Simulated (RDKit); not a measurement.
RDKit input (UFF):

```python
from rdkit import Chem
from rdkit.Chem import AllChem, rdDetermineBonds

mol = Chem.MolFromXYZFile('mol.xyz')
rdDetermineBonds.DetermineBonds(mol, charge=-1)
print('SMILES', Chem.MolToSmiles(Chem.RemoveHs(mol)))
ff = AllChem.UFFGetMoleculeForceField(mol)
e0 = ff.CalcEnergy()
flag = ff.Minimize(maxIts=5000, forceTol=1e-5)
print(f'energy {e0:.4f} -> {ff.CalcEnergy():.4f} kcal/mol, converged: {flag == 0}')
print(Chem.MolToXYZBlock(mol))
```
mol.xyz:
```
7

C     -0.39558600     1.04640100    -0.09293000
C     -1.18815400    -0.22778100     0.08963300
C      0.35181300    -0.04602400    -0.01412700
O      1.41250100    -0.69974200    -0.00038100
H     -0.51136400     2.11496200    -0.20352400
H     -1.74776200    -0.67517200    -0.74820000
H     -1.64931400    -0.47743000     1.05931900
```

Output:

```
SMILES [O-]C1=CC1
energy 154.2729 -> 100.3277 kcal/mol, converged: True
7

C     -0.550592    1.046188   -0.084208
C     -1.136974   -0.209503    0.084965
C      0.255151   -0.151465    0.002305
O      1.494193   -0.776963    0.002626
H     -0.634521    2.118364   -0.196603
H     -1.630651   -0.601366   -0.827948
H     -1.524471   -0.390042    1.108653
```

The dipole moment of an ion depends on the origin.

The geometry given is a B3LYP-D3(BJ)/def2-TZVP minimum.
